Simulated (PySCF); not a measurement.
Cr(O)2(F)2 anion (CrF₂O₂), SMILES [O]=[Cr](=[O])([F])[F] (connectivity only; charge and spin as stated), charge -1, multiplicity 2.

Coordinates come from a PBE-D3(BJ)/def2-SVPD optimisation. The multiplicity is an assumed one; other spin states were not compared. The isomer is the one that the SMILES or the coordinates give; other isomers of the formula were not compared.

All values below come from PySCF 2.14.0 with PBE-D3(BJ)/def2-SVPD.

Frequencies are harmonic and unscaled.

```tsv
mode	ν (cm⁻¹)	IR (km/mol)	moving atoms (share of kinetic energy)
1	193	2.0	F 84 %, O 10 %
2	209	0.0	O 54 %, F 46 %
3	248	9.3	O 51 %, F 28 %, Cr 21 %
4	264	1.7	O 40 %, F 38 %, Cr 23 %
5	344	0.1	O 74 %, F 16 %, Cr 10 %
6	612	142.5	F 64 %, Cr 36 %
7	618	98.8	F 69 %, Cr 23 %, O 8 %
8	967	103.4	O 82 %, Cr 18 %
9	988	331.5	O 66 %, Cr 34 %
```
